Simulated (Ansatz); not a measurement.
Reactions of CH₇NSSi (`[SiH3]NCS`).

Isolated molecules relaxed with PBE0-D4/def2-TZVP in Ansatz; ΔE leaves out vibrations. CCSD(T)/CBS adds triple-zeta CCSD(T) − MP2 to the extrapolated MP2 energy (def2 sets, frozen cores). This one scheme is used for every species. Double bonds are as drawn, so ΔE can hold a change between cis and trans. DFT in def2-TZVPP. Elements past krypton have def2 core potentials. For Ga, Sn outer-core shells are correlated without core-valence functions, which leaves a few kJ/mol of doubt a bond. Scalar relativity is left out up to krypton. Each species was taken in one conformer, which may not be the lowest.

```csv
reaction,CCSD(T)/CBS(def2) (kJ/mol)
`[SiH3]NCS` + `N=CBO` → `OB/C=N/CS` + `N[SiH3]`,-14
`[SiH3]NCS` + `OC(F)F` → `FC(F)O[SiH3]` + `NCS`,-31
`[SiH3]NCS` + `N[SiH3]` → `[SiH3]N[SiH3]` + `NCS`,-6
`[SiH3]NCS` + `CC(=N)O` → `C/C(O)=N\[SiH3]` + `NCS`,?
`[SiH3]NCS` + `O[SiH2]S` → `[SiH3]O[SiH2]S` + `NCS`,-54
`[SiH3]NCS` + `[OH][Sn]([F])([F])[F]` → `[F][Sn]([F])([F])[O][SiH3]` + `NCS`,-49
`[SiH3]NCS` + `[OH][Ga]([Cl])[Cl]` → `[SiH3][O][Ga]([Cl])[Cl]` + `NCS`,-48
`[SiH3]NCS` + `[NH2][AlH2]` → `[AlH2][NH]CS` + `N[SiH3]`,?
```

Task: Fill in the missing values. (An estimate is asked.)

Result: The calculation gave: `[SiH3]NCS` + `CC(=N)O` → `C/C(O)=N\[SiH3]` + `NCS`: +5.3 kJ/mol; `[SiH3]NCS` + `[NH2][AlH2]` → `[AlH2][NH]CS` + `N[SiH3]`: 0.0 kJ/mol.

Largest T1 diagnostic: 0.015, for `[OH][Sn]([F])([F])[F]`.
